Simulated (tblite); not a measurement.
C6H11FOSi.
Numbering: `[CH3:1][O:2][SiH2:3]/[CH:4]=[CH:5]/[CH:6]=[C:7](\[CH3:8])[F:9]` (hydrogens: H10, H11, H12 on C1; H13, H14 on Si3; H15 on C4; H16 on C5; H17 on C6; H18, H19, H20 on C8)

Cartesian coordinates in Å at the GFN2-xTB level; atoms count from 1:
```xyz
20
C6H11FOSi angstrom
C      3.3658    1.0166    0.9419
O      2.2297    0.3088    0.5562
Si     2.1548   -1.1733   -0.1053
C      0.3203   -1.4386   -0.3429
C     -0.6399   -0.5657   -0.0221
C     -2.0444   -0.8122   -0.2239
C     -3.0354    0.0257    0.0841
C     -3.0028    1.3820    0.6916
F     -4.3074   -0.3799   -0.1801
H      3.9224    0.4741    1.7103
H      3.0466    1.9793    1.3441
H      4.0290    1.1863    0.0900
H      2.7436   -2.1785    0.7916
H      2.8834   -1.2164   -1.3817
H      0.0288   -2.3855   -0.7793
H     -0.3551    0.3806    0.4137
H     -2.3115   -1.7639   -0.6648
H     -3.4720    2.0966    0.0148
H     -1.9855    1.6947    0.8968
H     -3.5754    1.3801    1.6196
```

Method: GFN2-xTB as coded in tblite; computed harmonic values from a numerical Hessian at the method's own geometry, unscaled. Against measured fundamentals such values can be off by several per cent, at times by over 20. Modes of hydrogen on silicon can be 10 to 20 % off. One conformer, not necessarily the lowest.

Harmonic wavenumbers (cm⁻¹): 36.1, 58.2, 68.1, 77.6, 96.3, 109.6, 142.5, 144.8, 224.7, 303.5, 304.1, 341.2, 443.5, 446.6, 509.8, 523.3, 599.7, 714.4, 747.0, 758.7, 823.8, 845.4, 866.5, 884.4, 1002.1, 1012.5, 1036.9, 1131.8, 1134.5, 1139.9, 1157.6, 1166.6, 1214.6, 1295.5, 1330.0, 1393.0, 1421.1, 1447.4, 1463.2, 1484.7, 1491.2, 1631.4, 1692.8, 2169.7, 2211.4, 2944.9, 2958.7, 2986.2, 2997.8, 3014.4, 3044.6, 3067.5, 3080.4, 3086.3.

A = 3073, B = 475.5, C = 415.8 MHz; mass 146.056 u (most abundant isotopes); point group Cs, symmetry number 1.

**Question.** What is the zero-point energy?

**Answer.** ½Σν̃ = 33139 cm⁻¹ = 94.75 kcal/mol.

**Question.** Entropy at 350 K, 1 bar (ideal gas, RRHO, classical rotation)?

**Answer.** Translation 41.67, rotation 31.13, vibration 48.10: S = 120.9 cal/(mol K).

**Question.** And Cp and H(350 K) − H(0)?

**Answer.** Cp = 49.59 cal/(mol K), of which vibrations give 41.64 (their classical limit is 54 R = 107.3); H(350 K) − H(0) = 10.90 kcal/mol without the zero-point energy, 8.12 from vibrations.

**Question.** Which modes carry the vibrational entropy at 350 K?

**Answer.** 36.1 cm⁻¹: 5.78; 58.2 cm⁻¹: 4.83; 68.1 cm⁻¹: 4.52; 77.6 cm⁻¹: 4.27; 96.3 cm⁻¹: 3.84; 109.6 cm⁻¹: 3.59 cal/(mol K); the other 48 give 21.27 together.

**Question.** How do the functions run with temperature in this model?

**Answer.** 
| T (K) | S (cal/(mol K)) | Cp (cal/(mol K)) | H − H(0) (kcal/mol) | G − H(0) (kcal/mol) | ln q(vib) |
| --- | --- | --- | --- | --- | --- |
| 50 | 63.4 | 17.5 | 0.60 | -2.57 | 1.05 |
| 100 | 77.8 | 24.2 | 1.65 | -6.13 | 3.21 |
| 298.15 | 113.4 | 44.4 | 8.46 | -25.34 | 10.78 |
| 373.15 | 124.1 | 51.8 | 12.07 | -34.25 | 13.30 |
| 500 | 140.9 | 62.7 | 19.36 | -51.08 | 17.35 |
| 750 | 169.5 | 78.2 | 37.12 | -89.99 | 24.70 |
| 1000 | 193.5 | 88.4 | 58.03 | -135.44 | 31.32 |

q(vib) and H(0) count from the zero-point level.

**Question.** What must be added to the electronic energy to get the Gibbs energy at 350 K and 1 bar?

**Answer.** ZPE + [H(350 K) − H(0)] − T·S = 94.75 + 10.90 − 42.32 = 63.33 kcal/mol.

Hindered rotation and anharmonicity are outside this model. Other conformers, if any are populated, would add a mixing term that is left out.

The run took 1.5 s on Arm Neoverse N1, one thread, no GPU, shared host with 64 logical CPUs at a one-minute load of 58. The figure is for the frequency step alone.
